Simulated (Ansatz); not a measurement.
Total energies of CH4GeO2S (`[OH][Ge]1([SH])[CH2][O]1`).

Z-matrix (Å, degrees):
```
Ge
S 1 2.197
C 1 1.885 2 128.5
O 1 1.760 2 109.0 3 -176.4
O 1 1.801 2 119.0 3 55.6
H 2 1.343 1 92.9 3 22.5
H 3 1.090 1 121.0 2 -8.6
H 3 1.090 1 119.6 2 -159.8
H 4 0.961 1 111.8 2 30.8
```

The species carries charge 0 and has multiplicity 1. Correlated methods include outer-core shells of Ge, which these sets cover unevenly. Scalar relativity is left out up to krypton. The structure was optimised at the PBE0-D4/def2-TZVP level. It is one conformer, not always the lowest. Basis def2-TZVPP, Ansatz 0.2.0.

RPA on PBE orbitals: Hartree–Fock energy of these orbitals -2662.83504 Eh, correlation -1.66853 Eh (frozen core).

```
             functional                                       kind  energy without D4 (Eh)  D4 term (kJ/mol)
            LDA (SPW92)                                        LDA             -2660.30115                 –
                    PBE                                        GGA             -2665.57271             -20.6
                 revPBE                                        GGA             -2665.97235             -57.2
                   BLYP                                        GGA             -2666.27596             -44.5
                 r2SCAN                                   meta-GGA             -2666.13428              -4.9
                r2SCANh                      meta-GGA hybrid, 10 %             -2666.11099              -5.3
                r2SCAN0                      meta-GGA hybrid, 25 %             -2666.07797              -5.9
HSE06 (plane-wave form)                            screened hybrid             -2665.64017             -16.5
                  BHLYP                        global hybrid, 50 %             -2666.13273             -27.3
              CAM-B3LYP                     range-separated hybrid             -2666.32075             -18.0
                ωB97X-V       range-separated hybrid GGA with VV10             -2665.94801                 –
                ωB97M-V  range-separated hybrid meta-GGA with VV10             -2666.06414                 –
                 B2PLYP                              double hybrid             -2665.63787                 –
               PBE-QIDH                              double hybrid             -2665.21699                 –
```

Task: Give the same for B97M-V, PBE0, B3LYP, LC-ωPBE. (Estimate.)

Result: Ansatz gave: 
```tsv
functional	kind	energy without D4 (Eh)	D4 term (kJ/mol)
B97M-V	meta-GGA with VV10	-2665.72866	–
PBE0	global hybrid, 25 % exact exchange	-2665.65539	-17.5
B3LYP	global hybrid, 20 %	-2666.32337	-33.4
LC-ωPBE	long-range corrected hybrid	-2665.75810	–
```

B3LYP takes the VWN-RPA correlation (the form of Gaussian; ORCA's B3LYP/G). HSE06 is the plane-wave form, built on full-range PBE exchange. The double hybrids freeze the cores in their second-order part.

LC-ωPBE has ω = 0.4 bohr⁻¹.
